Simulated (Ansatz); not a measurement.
`CC(N)N[SiH3]` + `CC(N)O` → `CC(O)N[SiH3]` + `CC(N)N`  (ligand exchange at the Si–N bond)

Gas-phase electronic energies from Ansatz, PBE0-D4/def2-TZVP geometries. CBS: MP2 limit from def2 TZ/QZ plus the TZ coupled-cluster correction, frozen cores. Each species was taken in one conformer, which may not be the lowest.

```csv
level,ΔE (kJ/mol)
HF/CBS(def2),-1.4
CCSD/CBS(def2),-0.3
```

What does CCSD(T)/CBS give? (Best estimate.)

The calculation gave: +0.1 kJ/mol. The listed levels differ from it by -1.5, -0.4 kJ/mol.

Largest T1 diagnostic among the species: 0.011.
